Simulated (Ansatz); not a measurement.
Reaction (ligand exchange at a B–Cl bond): `NB(N)Cl` + H–F → `NB(N)F` + HCl

Isolated molecules relaxed with PBE0-D4/def2-TZVP in Ansatz; ΔE leaves out vibrations. CCSD(T)/CBS adds triple-zeta CCSD(T) − MP2 to the extrapolated MP2 energy (def2 sets, frozen cores). This one scheme is used for every species. Functionals use def2-TZVPP. One conformer a species, not always the lowest.

`NB(N)Cl`:

Cartesian coordinates in Å:
```
N -0.625 0.128 -1.099
B 0.130 0.360 0.061
N 0.447 -0.619 1.016
Cl 0.729 2.023 0.344
H -0.827 0.860 -1.754
H -1.004 -0.768 -1.346
H 0.990 -0.406 1.831
H 0.158 -1.578 0.947
```

H–F:

Cartesian coordinates in Å:
```
F -0.149 -0.322 -0.292
H 0.149 0.322 0.292
```

`NB(N)F`:

Z-matrix (Å, degrees):
```
N
B 1 1.409
H 1 1.003 2 121.2
H 1 1.002 2 124.3 3 -180.0
N 2 1.409 1 124.8 3 -180.0
F 2 1.350 1 117.6 3 0.0
H 5 1.002 2 124.3 1 0.0
H 5 1.003 2 121.2 1 180.0
```

HCl:

Cartesian coordinates in Å:
```
Cl 0.017 0.636 -0.067
H -0.017 -0.636 0.067
```

Problem. Is it downhill or uphill in electronic energy at CCSD(T)/CBS, and by how much? (Estimate.)

Solution. Ansatz gave: Downhill: ΔE = -42.1 kJ/mol.

Problem. What do these levels give: BLYP-D4, ωB97M-V, B2PLYP, r2SCAN, r2SCANh, RPA@PBE/def2-TZVPP? (Estimate.)

Solution. The calculation gave: BLYP-D4 -47.8, ωB97M-V -47.7, B2PLYP -50.5, r2SCAN -48.7, r2SCANh -48.5, RPA@PBE/def2-TZVPP -49.1 kJ/mol.

Largest T1 diagnostic among the species: 0.010.

From BLYP to BHLYP (50 % exact exchange), in def2-TZVPP and without D4, ΔE moves by −3.0 kJ/mol. At CCSD(T), def2-SVP lies −15.3 kJ/mol from the extrapolated value and def2-TZVPP −4.9 kJ/mol.
